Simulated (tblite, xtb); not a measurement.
C2H6ClGa, singlet, geometry from GFN2-xTB (such geometries of metal compounds can be far from the true shape). Base run: GFN1-xTB (xtb).

Geometry (Å):
```xyz
10

Ga    -0.2388     0.1008    -0.1409
C     -1.8015    -1.2157    -0.2339
H     -1.4897    -2.1123    -0.7767
H     -2.6776    -0.7930    -0.7267
H     -2.0774    -1.5220     0.7788
C     -0.0650     2.0018    -0.8757
H      0.7324     2.0317    -1.6234
H      0.2170     2.6787    -0.0646
H     -0.9880     2.3611    -1.3320
Cl     1.4639    -0.6169     0.8689
```
Charge 0, spin multiplicity 1.
All else is at xtb's defaults.
Base energy -13.07503 Eh.

Programs used: tblite, xtb; a row that names a program was run with it.

Variants of this job, named by their change:

```
change                                                     ΔE vs base (kJ/mol)  HOMO-LUMO gap (eV)  dipole (D)  G_solv (kcal/mol)  SCF cycles
---------------------------------------------------------  -------------------  ------------------  ----------  -----------------  ----------
base                                                                      0.00                5.47        3.01                  -           9
acc = 30                                                                  0.00                5.47        3.01                  -           7
alpb = cs2                                                              -19.99                5.46        3.18              -4.84           9
alpb = acetonitrile                                                     -19.33                5.45        3.29              -4.79          10
file = coord                                                              0.00                5.47        3.01                  -           9
acc = 1000                                                                0.00                5.48        3.01                  -           5
etemp = 1000                                                              0.00                5.47        3.01                  -           9
etemp = 10000                                                           -21.65                5.48        2.89                  -           9
program = tblite; method = gfn1; option = (--etemp, 2000)                 0.01                   -           -                  -           -
```

ALPB and GBSA are two models with their own fitted parameters for each solvent, which aren't always the measured dielectric constant.
